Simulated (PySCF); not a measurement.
**DyS: frontier orbitals**

UHF at R = 2.281 Å; basis Dy x2c-SVPall, S x2c-SVPall; spin-free X2C with a Gaussian nucleus; PySCF 2.14. State: septet, about 9.0 electrons in the 4f shell (Mulliken), real f orbitals that mix terms. Only the outer orbitals are listed, counted within each symmetry.

| spin | orbital | occ. | ε (eV) | on Dy (%) | main shells (%) |
| --- | --- | --- | --- | --- | --- |
| α | 16σ | 1 | -21.39 | 14 | 86 S s |
| α | 17σ | 1 | -9.08 | 26 | 70 S p, 16 Dy d, 9 Dy s |
| α | 9π | 1 | -8.26 | 27 | 73 S p, 21 Dy d |
| α | 9π | 1 | -8.25 | 29 | 70 S p, 23 Dy d |
| α | 18σ | 1 | -6.60 | 98 | 71 Dy s, 14 Dy p, 13 Dy d |
| α | 10π | 0 | 0.55 | 99 | 66 Dy p, 33 Dy d |
| α | 10π | 0 | 0.66 | 99 | 66 Dy p, 33 Dy d |
| α | 19σ | 0 | 0.74 | 96 | 55 Dy d, 39 Dy p |
| β | 15σ | 1 | -21.80 | 11 | 89 S s |
| β | 1φ | 1 | -18.06 | 100 | 100 Dy f |
| β | 3δ | 1 | -17.93 | 100 | 100 Dy f |
| β | 16σ | 1 | -8.99 | 21 | 76 S p, 12 Dy d |
| β | 8π | 1 | -8.63 | 19 | 81 S p, 14 Dy d |
| β | 8π | 1 | -8.57 | 19 | 80 S p, 14 Dy d |
| β | 17σ | 0 | -0.24 | 99 | 82 Dy s, 12 Dy p |
| β | 18σ | 0 | 1.95 | 98 | 65 Dy d, 33 Dy p |
| β | 9π | 0 | 2.11 | 99 | 57 Dy p, 42 Dy d |

Task: Which are the highest filled and the lowest empty level, where do they sit, and how wide is the gap?

Result: Highest filled α 18σ at -6.60 eV (in %: 71 Dy s, 14 Dy p, 13 Dy d); lowest empty β 17σ at -0.24 eV (in %: 82 Dy s, 12 Dy p); the gap at UHF is 6.36 eV.

```json
{
 "bond order (Mayer)": "2.32",
 "⟨S²⟩": "12.035",
 "charge on Dy (Mulliken, basis-dependent)": "0.45",
 "charge on Dy (Löwdin, basis-dependent)": "0.09",
 "dipole moment (positive dipole means Dy(−)S(+))": "-7.35 D",
 "polarisability along the bond": "119.1 bohr³",
 "polarisability across the bond": "135.8 bohr³"
}
```

Spin–orbit coupling is left out. With d or f electrons several states lie close, and the lowest PBE0 determinant need not be the measured ground state.
